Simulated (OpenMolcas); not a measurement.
Computed levels of 4d7 in ions with 43 electrons, in cm-1 above 4F 9/2.

| Item | Value |
| --- | --- |
| Program | OpenMolcas 26.06 |
| Method | CASSCF |
| Basis | ANO-R3 |
| Scalar Hamiltonian | X2C, finite nucleus |
| Spin-orbit coupling | state interaction with AMFI integrals over the reference wave functions, term energies averaged over their components |

Active space for each ion: 7 electrons in 5 orbitals (4d).

```tsv
Level	Ru+	Rh2+	Ag4+
4F 7/2	1537	2105	3510
4F 5/2	2577	3491	5677
4F 3/2	3256	4383	7029
4P 5/2	12985	14975	18615
4P 3/2	13122	15035	18315
2G 9/2	13377	15519	19381
4P 1/2	14082	16430	20887
2G 7/2	14910	17627	22873
2H 11/2	17716	20572	25783
```

Task: Estimate 4F 3/2, 4P 5/2, 4P 3/2 for Pd3+ from its neighbours Rh2+ and Ag4+.

Result: 4F 3/2 is fine structure, which grows about as the fourth power of a screened charge, so the fourth roots are averaged: ((4383^0.25 + 7029^0.25) / 2)^4 = 5589. The calculation gives 5593, so the estimate is off by -0.1 %.
4P 5/2 is another term, which grows about linearly with the charge: (14975 + 18615) / 2 = 16795. The calculation gives 16797, so the estimate is off by 0 %.
4P 3/2 is another term, which grows about linearly with the charge: (15035 + 18315) / 2 = 16675. The calculation gives 16723, so the estimate is off by -0.3 %.

Mixed levels, with the weight of the term that names them: Ag4+ 4P 3/2 (72 %).

Without dynamic correlation excited terms often stand tens of per cent too high (terms of higher spin than the ground term too low), and those without a measured partner can miss by more than the paired ones. Configurations with an s electron lie low at this charge and mix in, so terms can be misplaced (holds for Ru+). Levels of configurations with an s electron are missing; early in the row they begin among the upper levels of the d shell and mix with terms of their name (holds for Rh2+). Levels of configurations outside the active space are missing.
